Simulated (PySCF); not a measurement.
C5H6F4.
Cartesian coordinates in Å at the GFN2-xTB level; atoms count from 1:
```
atom  x, y, z in Å
C1    -0.6054    1.6504    0.4843
C2    -0.3299    0.3575    0.5056
C3    -1.3435   -0.6795    0.9027
F4    -0.8248   -1.5128    1.8690
C5     1.0178   -0.1868    0.0982
C6     1.0721   -0.4080   -1.4035
F7     2.2478   -0.9256   -1.7899
F8     0.1233   -1.2498   -1.8402
F9     0.9127    0.7313   -2.0930
H10   -1.5733    2.0271    0.7646
H11    0.1219    2.3789    0.1711
H12   -2.2439   -0.2236    1.3222
H13   -1.6065   -1.3204    0.0525
H14    1.8160    0.5135    0.3486
H15    1.2115   -1.1441    0.5859
```

Computed with PBE0/def2-SVPD in PySCF (dipole) on a GFN2-xTB geometry, gas phase.

Masses are those of the commonest isotopes; rigid-rotor values at the optimised geometry. The values belong to one conformer with, in the numbering `[CH2:1]=[C:2]([CH2:3][F:4])[CH2:5][C:6]([F:7])([F:8])[F:9]`, C1–C2–C3–F4 -129°, C1–C2–C5–C6 -86°.

(1) Give the principal moments of inertia and the rotational constants in MHz.

(2) Classify the top.

(3) Is it planar, by Δ = Ic − Ia − Ib?

(4) Give the other two planar moments, Paa and Pbb, and the rms extents of the mass along the axes.

(5) Which types of transition are allowed, and where do some lines up to J = 5 fall?

(6) Estimate the classical rotational partition function at 50 K, 200 K and 298.15 K.

Answers

(1) Ia = 199.41, Ib = 469.01, Ic = 553.52 u·Å²; 505379 MHz·u·Å²/I gives A = 2534, B = 1078, C = 913.0 MHz.

(2) An asymmetric top. Ray's parameter κ = (2B − A − C)/(A − C) = -0.797; −1 is the prolate and +1 the oblate limit.

(3) Not planar: Δ = Ic − Ia − Ib = -114.90 u·Å². For a rigid frame Δ = −2 Σ m c², so Σ m c² = 57.45 u·Å² lies off the ab plane: 8.16 from hydrogen and 49.29 from heavier atoms. The atom farthest from that plane is 1.79 Å away.

(4) Paa = Σ m a² = (Ib + Ic − Ia)/2 = 411.56 and Pbb = Σ m b² = (Ia + Ic − Ib)/2 = 141.96 u·Å². With the mass M = 142.04 u, the rms extents √(P/M) along a, b and c are 1.70, 1.00, 0.64 Å.

(5) The dipole components are |μa| = 1.20 D, |μb| = 1.60 D, |μc| = 0.19 D. The squared components, which scale the intensities, stand as 0.56 : 1.00 : 0.01 (a : b : c). Some lines, for components of 0.1 D or more:

```csv
type,branch,"J(Ka,Kc)",MHz,lower level (cm⁻¹)
b,R,"4(2,2) ← 3(3,1)",441,0.861
c,Q,"5(1,5) ← 5(0,5)",655,0.982
a,R,"1(0,1) ← 0(0,0)",1991,0.000
c,Q,"5(2,4) ← 5(1,4)",3446,1.085
b,Q,"3(2,2) ← 3(1,3)",5119,0.433
a,R,"3(2,2) ← 2(2,1)",5972,0.405
a,R,"4(1,4) ← 3(1,3)",7609,0.433
b,Q,"3(3,0) ← 3(2,1)",7639,0.606
a,R,"4(2,3) ← 3(2,2)",7952,0.604
a,R,"4(3,1) ← 3(3,0)",7991,0.861
a,R,"4(1,3) ← 3(1,2)",8263,0.466
b,R,"2(2,1) ← 1(1,0)",8516,0.120
b,R,"4(1,4) ← 3(0,3)",8712,0.396
a,R,"5(4,1) ← 4(4,0)",9982,1.486
b,R,"5(1,5) ← 4(0,4)",10367,0.658
c,Q,"5(4,2) ← 5(3,2)",10724,1.461
b,Q,"4(4,1) ← 4(3,2)",10752,1.127
b,R,"3(2,1) ← 2(1,2)",10901,0.242
c,R,"4(2,3) ← 3(1,3)",13071,0.433
c,Q,"5(5,1) ← 5(4,1)",13825,1.819
b,Q,"5(5,1) ← 5(4,2)",13825,1.819
```

(6) Point group C1, symmetry number σ = 1; q = (√π/σ)·√((kT/h)³/(ABC)), k/h = 20836.6 MHz/K: 37700 at 50 K, 302000 at 200 K, 550000 at 298.15 K.

Stationary, but not proved a minimum. Zero-point vibration and centrifugal distortion are left out.

Rough CPU time on one thread of a shared machine: about 1.8 min. This is the PBE0/def2-SVPD job that gave the dipole, with the excitations it also computed.
